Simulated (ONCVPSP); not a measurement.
# Plane-wave convergence, ONCV potential for calcium (Ca)

```
Element                 : calcium (Ca)
Generator               : ONCVPSP 4.0.1
Type                    : optimised norm-conserving Vanderbilt (ONCV)
Functional              : LDA (Perdew-Wang 92)
Relativity              : scalar-relativistic
Frozen core             : [Ne]
Valence charge          : 10
Reference configuration : 3s2 3p6 4s2
Partial waves           : 3s+4s: rc 1.95 bohr, ncon 3, nbas 7, qcut 5.2 1/bohr, 2 projectors; 3p: rc 1.45 bohr, ncon 5, nbas 8, qcut 9.7 1/bohr, 2 projectors, debl 3.2 Ha; d scattering state at 0.07 Ha: rc 1.95 bohr, ncon 3, nbas 7, qcut 4.3 1/bohr, 3 projectors, debl 2 Ha
Local potential         : polynomial inside 1.20 bohr (lpopt 5, dvloc0 0 Ha)
Core correction         : none
```

In the d channel the program set the typed energies aside and used -0.078, 1.922, 3.922 Ha.

Problem. For each optimised wave give the share of its norm inside rc, the residual kinetic energy above qcut (Ha) and the cutoffs (Ha) for errors of 10, 1, 0.1 and 0.01 mHa per electron.

Solution.

| wave | norm inside rc | residual KE | 10 mHa | 1 mHa | 0.1 mHa | 0.01 mHa |
| --- | --- | --- | --- | --- | --- | --- |
| 3s | 0.948 | 6.6e-06 | 4.0 | 5.4 | 9.7 | 13.2 |
| 4s | 0.051 | 9.5e-06 | 3.0 | 4.6 | 10.2 | 13.9 |
| 3p | 0.686 | 2.9e-06 | 10.8 | 27.8 | 36.8 | 43.4 |
| p projector 2 | 0.078 | 2.1e-06 | 11.0 | 24.9 | 36.1 | 43.0 |
| d projector 1 | 0.502 | 2.7e-02 | 16.2 | 50.1 | 95.9 | not reached |
| d projector 2 | 0.170 | 2.0e-01 | 24.0 | 61.4 | 87.4 | not reached |
| d projector 3 | 0.172 | 6.6e-01 | 25.4 | 83.2 | 137.6 | not reached |

The occupied waves need 28 Ha and 37 Ha for 1 and 0.1 mHa. The cutoffs count occupied waves only; projector 3 of the d channel, the hardest unoccupied one, needs 83 Ha at the loose tolerance.
